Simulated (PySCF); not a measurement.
(Z)-1,2-dichloro-1-fluoroprop-1-ene (C₃H₃Cl₂F), SMILES C/C(Cl)=C(\F)Cl.

The structure is a stationary point at TPSSh-D3(BJ)/def2-SVP.

Level of theory: M06-2X/def2-TZVP (PySCF).

Symmetry labels are those of the subgroup Cs that the program uses (full group Cs).

List the valence orbital energies around the gap with their symmetry. (An estimate is asked for; the answer gives what the named calculation found.)


```csv
orbital,symmetry,energy (eV)
HOMO−7,A",-13.98
HOMO−6,A',-13.21
HOMO−5,A',-12.74
HOMO−4,A",-12.15
HOMO−3,A',-11.26
HOMO−2,A",-11.25
HOMO−1,A',-10.44
HOMO,A",-8.34
LUMO,A",0.68
LUMO+1,A',1.32
LUMO+2,A',1.93
LUMO+3,A',2.35
```
